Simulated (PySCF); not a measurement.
PBE on Co- (cobalt, charge -1), [Ar] 3d8 4s2, high-spin 3F determinant. Calculation: PySCF 2.14, in aug-pcseg-3 (8s6p5d4f3g2h, 128 functions); no relativity, point nucleus.

```
cycle= 1 E= -1382.43795916886  delta_E= 0.0843  |g|= 0.746  |ddm|= 0.823
cycle= 2 E= -1381.73135785653  delta_E= 0.707  |g|= 2.01  |ddm|= 1.02
cycle= 3 E= -1382.54243497691  delta_E= -0.811  |g|= 0.256  |ddm|= 0.69
cycle= 4 E= -1382.55727784176  delta_E= -0.0148  |g|= 0.12  |ddm|= 0.351
cycle= 5 E= -1382.56253490351  delta_E= -0.00526  |g|= 0.0226  |ddm|= 0.199
cycle= 6 E= -1382.56281370828  delta_E= -0.000279  |g|= 0.00119  |ddm|= 0.0431
cycle= 7 E= -1382.56281417755  delta_E= -4.69e-07  |g|= 0.000151  |ddm|= 0.00125
cycle= 8 E= -1382.56281418219  delta_E= -4.64e-09  |g|= 3.97e-06  |ddm|= 0.00015
cycle= 9 E= -1382.56281418219  delta_E= -2.05e-12  |g|= 1.59e-06  |ddm|= 1.17e-05
converged SCF energy = -1382.56281418219  <S^2> = 2.019301  2S+1 = 3.0128399
```

Highest occupied orbital energy: 2.056 eV; ⟨L²⟩ = 12.04; populations by l: s 8.00, p 12.00, d 8.00, f 0.00.

Can this result be used?

With care. The calculation finished and met its thresholds. At PBE the highest occupied level has a positive energy, so only the finite basis holds that electron; in a semilocal or global hybrid functional this comes from self-interaction and does not mean that the real anion is unbound.
